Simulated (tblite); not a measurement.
Compound: C6H9O2 (doublet state).
Numbering: `[CH2:1][C:2](=[CH2:3])[C:4](=[O:5])[O:6][CH2:7][CH3:8]` (hydrogens: H9, H10 on C1; H11, H12 on C3; H13, H14 on C7; H15, H16, H17 on C8)

Structure optimised with GFN2-xTB, isolated species. This method treats the open shell by occupation alone, without spin polarisation.

Problem. List the bond lengths, angles and torsions at this level.

Solution. 
| bond | length (bohr) |
| --- | --- |
| C1–C2 | 2.605 |
| C2=C3 | 2.604 |
| C2–C4 | 2.833 |
| C4=O5 | 2.278 |
| C4–O6 | 2.525 |
| O6–C7 | 2.698 |
| C7–C8 | 2.877 |
| C1–H9 | 2.030 |
| C1–H10 | 2.031 |
| C3–H11 | 2.032 |
| C3–H12 | 2.028 |
| C7–H13, C7–H14 | 2.067 |
| C8–H15, C8–H16, C8–H17 | 2.054 |

Bonds in one row agree within 0.02 bohr and their mean is given. A selection of angles:
| angle | degrees |
| --- | --- |
| C1–C2–C3 | 124.3 |
| C1–C2–C4 | 116.1 |
| C3–C2–C4 | 119.6 |
| C2–C4–O5 | 123.9 |
| C2–C4–O6 | 112.3 |
| O5–C4–O6 | 123.8 |
| C4–O6–C7 | 116.9 |
| O6–C7–C8 | 111.6 |

Torsions: C1–C2–C4–O5 17° (synperiplanar); C2–C4–O6–C7 179° (antiperiplanar); C4–O6–C7–C8 -79° (synclinal). The mirror-image conformer, all signs reversed, is as good.

The C–O distances run from 1.205 Å (C4=O5, drawn double) to 1.428 Å (O6–C7, drawn single), a spread of 0.223 Å. C2 (carbon bonded to 3 C) is planar (angles 124.3°, 119.6° and 116.1°, sum 360.0°, 0.00 Å off the plane of its three neighbours). Of the pairs four or more bonds apart, O6···H12 is among the closest relative to their van der Waals radii: 2.39 Å, 88 % of the sum of Bondi's values. C3 (carbon bonded to C and 2 H) is planar (angles 121.2°, 120.4° and 118.3°, sum 360.0°, 0.00 Å off the plane of its three neighbours). C4 (carbon bonded to C and 2 O) is planar (angles 123.9°, 123.8° and 112.3°, sum 360.0°, 0.00 Å off the plane of its three neighbours). C1 (carbon bonded to C and 2 H) is planar (angles 121.1°, 120.1° and 118.8°, sum 360.0°, 0.00 Å off the plane of its three neighbours). The 4 C–C bonds span 1.378 Å (C2=C3, drawn double in one of several resonance forms) to 1.522 Å (C7–C8, drawn single), a spread of 0.144 Å.

Point group: C1 (no symmetry element, even within 0.4 Å). Its GFN2-xTB frequencies are all real (lowest 33 cm⁻¹). Torsions: H–C1–C2–C3 179° and -1°, C1–C2–C4–O5 17°, C2–C4–O6–C7 179°, C4–O6–C7–C8 -79°.

On Arm Neoverse V1, one thread, shared host, this took 0.58 s wall. This is the geometry optimisation.

All values are computed, not measured.
